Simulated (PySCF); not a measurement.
Species: C4H9B2F.
InChI=1S/C4H9B2F/c1-6(2)4-3-5-7/h3-5H,1-2H3/b4-3+

Torsions of this conformer, `[CH3:1][B:2]([CH3:3])/[CH:4]=[CH:5]/[BH:6][F:7]`: C1–B2–C4–C5 -61°, C4–C5–B6–F7 1°.

The closed-shell ground state was solved at several levels (PySCF, density fitting, gas phase, non-relativistic). One conformer (not necessarily the lowest) at the GFN2-xTB geometry, without solvent, vibrations or thermal averaging.

```json
{"level": "B3LYP/pcJ-1", "basis functions": "279", "total energy (Eh)": "-307.4644", "HOMO (eV)": "-7.71", "LUMO (eV)": "-2.11", "gap (eV)": "5.60", "dipole (D)": "1.88"}
{"level": "PBE0/def2-SVPD", "basis functions": "215", "total energy (Eh)": "-306.8529", "HOMO (eV)": "-7.98", "LUMO (eV)": "-1.99", "gap (eV)": "5.99", "dipole (D)": "1.99"}
```

(1) Estimate the row for PBE0/pcSseg-1, a basis of 164 functions; the other rows only guide the guess.

(2) Over all these levels, which gives the widest orbital gap and which the narrowest?

(3) How far do the dipole and the HOMO energy spread over the levels?

Results:

(1) Total energy -307.0322 Eh, HOMO -7.95 eV, LUMO -1.93 eV, gap 6.02 eV, dipole 1.90 D.

(2) PBE0/pcSseg-1 (global hybrid, 25 % exact exchange) has the widest, 6.02 eV, and B3LYP/pcJ-1 (global hybrid, 20 % exact exchange) the narrowest, 5.60 eV. Functional and basis both differ between the two, so the spread mixes both effects.

(3) The dipole runs from 1.88 to 1.99 D (mean 1.93 D) and the HOMO from -7.98 to -7.71 eV.
